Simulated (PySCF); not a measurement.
```xyz
5
charge 0 multiplicity 2, angstrom
Ru    0.0581   -0.0532    0.0188
O     0.1257   -0.0203    1.6702
O     1.2817    0.2842   -1.0404
O    -1.6443    0.0287   -0.6980
H    -2.0803    0.8819   -0.7881
```

All numbers come from UPBE0/[Ru def2-TZVP with ECP28, O def2-TZVP, H def2-TZVP], scalar-relativistic core potentials, density fitting, no spin–orbit coupling, PySCF.

This geometry of RuO₂(OH) is a stationary point at this level.

**Question.** What is the point group?

**Answer.** Cs.

**Question.** Is it a minimum?

**Answer.** Yes: all harmonic wavenumbers are real.

**Question.** Give the ideal-gas entropy at 298.15 K and 1 bar by parts.

**Answer.** translation 171.4, rotation 105.1, vibration 31.7, spin 5.8; total 313.9 J/(mol K).

**Question.** What is the atomisation energy, with and without zero-point energy?

**Answer.** 1702 kJ/mol without, 1652 kJ/mol with.

Only a few start shapes were tried, so a lower isomer may exist. Other spin states or occupations of the open shell can lie lower.
